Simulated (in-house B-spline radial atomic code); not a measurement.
A run on Se (an excited or competing configuration) that did not converge. Method: scalar-relativistic (X2C) wB97X, spin-polarised, spherical fractional occupations, Fermi nucleus of rms radius 4.14 fm; computed with a B-spline radial code for spherical atoms.

Command:
```bash
python run_scf.py task.json out
```
Settings (nuclear radius in fm, mass in u):
```
Z                34
configuration    [Ar] 3d10 4s1 4p4 5d1
hamiltonian      x2c
method           wb97x
spin_polarised   True
nucleus          fermi
rms_radius       4.14
atomic_mass      79.91652
speed_of_light   137.035999084
```

First and last ten iterations of the last attempt (damped for 15 steps, keeping 80 % of the old Fock matrix, then DIIS):
```
 iter        energy (Eh)    residual
    1       -2428.400209    3.96e-01
    2       -2428.882008    1.03e-01
    3       -2429.027503    6.24e-02
    4       -2429.083527    3.78e-02
    5       -2429.104670    2.58e-02
    6       -2429.112571    1.82e-02
    7       -2429.115632    1.30e-02
    8       -2429.116638    9.65e-03
    9       -2429.116640    7.21e-03
   10       -2429.116915    5.48e-03
  111       -2429.118177    1.53e-03
  112       -2429.118040    1.32e-03
  113       -2429.118252    1.55e-03
  114       -2429.118029    1.91e-03
  115       -2429.118134    1.53e-03
  116       -2429.118153    1.37e-03
  117       -2429.118114    1.57e-03
  118       -2429.118096    1.67e-03
  119       -2429.118068    1.75e-03
  120       -2429.118349    1.96e-03
 not converged after 120 iterations
```

The smallest residual met was 5.6e-04; the threshold is about 3e-07. No energy from this run should be used. Cost of the run: 33 s on 1 thread of Arm Neoverse N1, with other jobs on the host.
